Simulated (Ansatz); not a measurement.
Ideal-gas functions of FH₃SeSi, SMILES `F[SiH2][SeH]` at 800 K and 1 bar, from an Ansatz frequency run at PBE0-D4/def2-TZVP.

Molar mass 129.07 g/mol, point group C1 (symmetry number 1), electronic degeneracy 1, moments of inertia 27.108, 216.226, 233.163 u Å². Harmonic wavenumbers (cm⁻¹, unscaled): 187, 210, 410, 487, 707, 767, 867, 901, 938, 2258, 2273, 2444.

Use S(trans) = R[1.5 ln M + 2.5 ln T − 1.1517]; rotational temperatures θ = 24.2544 K / I; S(rot) = R[ln(√π/σ · √(T³/θAθBθC)) + 1.5]; for each mode x = 1.438777 ν̃/T, S = R[x/(eˣ − 1) − ln(1 − e⁻ˣ)] and H = RT x/(eˣ − 1); 1 cm⁻¹ = 0.0119627 kJ/mol; R = 8.31446 J/(mol·K).

Problem. By hand: the entropy, in J/(mol·K).

Solution. Translation 190.0. Rotation: θ = 0.8947, 0.1122, 0.104 K, giving 119.6. Vibration, mode by mode: 17.41, 16.46, 11.03, 9.68, 6.86, 6.27, 5.42, 5.16, 4.89, 0.74, 0.72, 0.56, in all 85.2. Electronic 0.0. Sum 394.8 J/(mol·K).

Problem. By hand: H − E and G − E in kJ/mol, counted from the electronic energy.

Solution. Zero-point energy ½ × 12449 × 0.0119627 = 74.5; thermal vibration 35.4; translation, rotation and pV give 4 RT = 26.6. H − E = 136.5 kJ/mol, and G − E = 136.5 − 800 × 394.8/1000 = -179.3 kJ/mol.

Vibration gives 22 % of the entropy. The sum counts one conformer and one mirror image; others add a mixing term.
